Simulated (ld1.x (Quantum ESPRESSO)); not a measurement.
## Varying the PAW potential for oxygen (O)

Base potential:

- Element: oxygen (O)
- Generator: ld1.x (Quantum ESPRESSO) 7.5
- Type: PAW
- Functional: PBEsol
- Relativity: scalar-relativistic
- Frozen core: [He]
- Valence charge: 6
- Reference configuration: 2s2 2p4
- Partial waves: 2s (bound): rcut 0.65, rcutus 0.75 bohr; 2s channel at -0.95 Ry: rcut 0.65, rcutus 0.75 bohr; 2p (bound): rcut 1.85, rcutus 2.25 bohr; 2p channel at -0.05 Ry: rcut 1.85, rcutus 2.25 bohr
- Local potential: all-electron potential smoothed inside 1.85 bohr (lloc = -2)
- Core correction: Bessel-smoothed model core inside 0.50 bohr
- Augmentation charge: BESSEL, radius 0.60 bohr

All-electron outer shells of the reference configuration (PBEsol, scalar-relativistic, ld1.x):

```tsv
shell	level (eV)	outermost node (bohr)	outermost maximum (bohr)
1s	-512.77	–	0.13
2s	-23.81	0.28	0.87
2p	-8.97	–	0.82
```

Cutoffs, loose and tight: the cutoffs (Ry, on a coarse ladder) from which the occupation-weighted sum of valence levels, in a spherical-Bessel basis at the reference potential, stays within 10 and 1 mRy of its value at 400 Ry. They do not see the model core or the augmentation charge, which bear on the density cutoff. Test errors are all-electron minus pseudo excitation energies from the reference, over the configurations 2s2 2p3; 2s2 2p2; 2s2 2p1; 2s1 2p4; 2s2 2p3.5; 2s0 2p6; 2s1 2p5. A dash means not determined; rows that change the core or the reference have their own tests. The largest error is taken over the tests solved by every variant that gives reliable tests at all: 2s0 2p6; 2s1 2p4; 2s1 2p5; 2s2 2p3.5.

| change | outcome | cutoff, loose | cutoff, tight | bound ghosts | largest test error (meV) |
| --- | --- | --- | --- | --- | --- |
| base | generated | 55 Ry | 80 Ry | none | +159 |
| wave 2s channel at -0.95 Ry: rcut 0.65, rcutus 0.75 bohr becomes 2s channel at -1.64 Ry: rcut 0.65, rcutus 0.75 bohr | generated | 55 Ry | 80 Ry | none | +148 |
| wave 2s channel at -0.95 Ry: rcut 0.65, rcutus 0.75 bohr becomes 2s channel at -1.55 Ry: rcut 0.65, rcutus 0.75 bohr | generated | 55 Ry | 80 Ry | none | +149 |
| wave 2s channel at -0.95 Ry: rcut 0.65, rcutus 0.75 bohr becomes 2s channel at -1.48 Ry: rcut 0.65, rcutus 0.75 bohr | generated | 55 Ry | 80 Ry | none | +150 |
| wave 2s channel at -0.95 Ry: rcut 0.65, rcutus 0.75 bohr becomes 2s channel at -1.3 Ry: rcut 0.65, rcutus 0.75 bohr | generated | 55 Ry | 80 Ry | none | +153 |
| wave 2s channel at -0.95 Ry: rcut 0.65, rcutus 0.75 bohr becomes 2s channel at -0.71 Ry: rcut 0.65, rcutus 0.75 bohr | generated | 55 Ry | 80 Ry | none | +164 |
| wave 2s channel at -0.95 Ry: rcut 0.65, rcutus 0.75 bohr becomes 2s channel at -0.19 Ry: rcut 0.65, rcutus 0.75 bohr | generated | 55 Ry | 80 Ry | none | +176 |

**Question.** What comes out with this change to the base: wave 2s channel at -0.95 Ry: rcut 0.65, rcutus 0.75 bohr becomes 2s channel at 1.3 Ry: rcut 0.65, rcutus 0.75 bohr?

**Answer.** outcome: generated; cutoff, loose: 55 Ry; cutoff, tight: 80 Ry; bound ghosts: none; largest test error (meV): +227.

**Question.** What comes out with this change to the base: wave 2s channel at -0.95 Ry: rcut 0.65, rcutus 0.75 bohr becomes 2s channel at 2.64 Ry: rcut 0.65, rcutus 0.75 bohr?

**Answer.** outcome: generated; cutoff, loose: 55 Ry; cutoff, tight: 80 Ry; bound ghosts: none; largest test error (meV): +324.

**Question.** What comes out with this change to the base: wave 2s channel at -0.95 Ry: rcut 0.65, rcutus 0.75 bohr becomes 2s channel at 3.9 Ry: rcut 0.65, rcutus 0.75 bohr?

**Answer.** outcome: generated; cutoff, loose: 50 Ry; cutoff, tight: 80 Ry; bound ghosts: none; largest test error (meV): +591.
